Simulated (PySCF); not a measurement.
## Bromine: a sound run and one with changed settings

Sound run: Br [Ar] 3d10 4s2 4p5, Br⁺ [Ar] 3d10 4s2 4p4. All numbers are calculated (PySCF 2.14, scalar relativity through the core potential, in cc-pVDZ-PP with ECP10MDF). The sound run starts from symmetry-adapted Hartree-Fock orbitals and uses a fine grid where one is needed.

Changed run: basis STO-3G, all-electron and non-relativistic. This setting is unsound on purpose.

```csv
species,method,sound run (hartree),changed run (hartree),converged
Br,UHF,-415.47367,-2544.63678,yes
Br,LDA,-416.19671,-2542.16763,yes
Br,PBE,-416.78436,-2545.50138,yes
Br⁺,UHF,-415.07864,-2544.32459,yes
Br⁺,LDA,-415.75554,-2541.80796,yes
Br⁺,PBE,-416.35301,-2545.14680,yes
```

Ionisation energy of Br:

```json
{"method": "UHF", "sound run (eV)": "10.750", "changed run (eV)": "8.495"}
{"method": "LDA", "sound run (eV)": "12.005", "changed run (eV)": "9.787"}
{"method": "PBE", "sound run (eV)": "11.738", "changed run (eV)": "9.649"}
```

A minimal basis cannot let orbitals breathe on ionisation and holds almost no correlation. The Hamiltonian changed with the basis, so the totals do not compare.

For comparison, NIST gives 11.814 eV between the lowest levels.
